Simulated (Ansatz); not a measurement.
`[SiH3][AsH2]`. The species carries charge 0 and has multiplicity 1. Geometry: relaxed with PBE0-D4/def2-TZVP.

```xyz
7

Si   -0.716    0.264    0.400
As    1.523   -0.417    0.055
H    -0.701    1.622    1.003
H    -1.347   -0.680    1.359
H    -1.520    0.297   -0.849
H     1.673    0.500   -1.151
H     1.089   -1.588   -0.816
```

Q: What is the dipole moment at B3LYP/def2-TZVPP? (Estimate.)

A: The calculation gave: 0.30 D, with components (-0.17, 0.01, -0.25) D in this frame, pointing from negative to positive charge.

Q: And with PBE, r2SCAN, ωB97M-V? (Best estimate.)

A: Ansatz gave: PBE 0.32 D, r2SCAN 0.41 D, ωB97M-V 0.35 D.

Q: Give the Mulliken charges with B3LYP, PBE, r2SCAN in def2-TZVPP. (An estimate is asked.)

A: Ansatz gave: 
```
atom  B3LYP    PBE  r2SCAN
 Si1   0.20   0.13    0.22
 As2  -0.01  -0.01   -0.01
  H3  -0.06  -0.04   -0.06
  H4  -0.06  -0.04   -0.06
  H5  -0.05  -0.04   -0.06
  H6  -0.01   0.00   -0.01
  H7  -0.01   0.00   -0.01
```

B3LYP here is the variant with VWN-RPA as its local correlation; programs differ in this.
